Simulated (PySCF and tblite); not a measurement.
Results of a calculation; reference values are marked as such.
System: C₆H₈FN, numbered as in [CH:1]#[C:2][C@@H:3]1[CH2:4][C@H:5]([CH2:6][F:7])[NH:8]1.

Level: revPBE/pcSseg-1 + D3(BJ) on GFN2-xTB stationary points, with GFN2-xTB thermal terms. Rate constants are transition-state-theory values, counting equivalent paths, without tunnelling. Programs: tblite and PySCF.

Question: How high is the barrier to the pyramidal inversion at N8, through which structure does it pass, and what rate follows at 298 K?

Answer: The electronic barrier is 5.1 kcal/mol and ΔG‡(298 K) 4.0 kcal/mol, over a C1 saddle with an imaginary mode of 571i cm⁻¹ (GFN2-xTB). With 1 equivalent path, k is 7.5×10⁹ s⁻¹, a mean lifetime of the start of 130 ps against this motion. The end lies 0.0 kcal/mol below the start in free energy.
